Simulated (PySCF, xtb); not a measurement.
BiF2, SMILES [F][Bi+][F] (connectivity only; charge and spin as stated), charge +1, multiplicity 1.

Harmonic wavenumbers (cm⁻¹) from GFN2-xTB run with xtb at its own minimum, in rising order: 175, 486, 486.

Question: What does PySCF 2.14.0 with r2SCAN-D4/def2-TZVP give at its own minimum? (An estimate is asked for; the answer gives what the named calculation found.)

Answer: 193, 654, 667. Paired by order, the mean absolute difference is 122 cm⁻¹ and the zero-point energies are 1.6 and 2.2 kcal/mol.
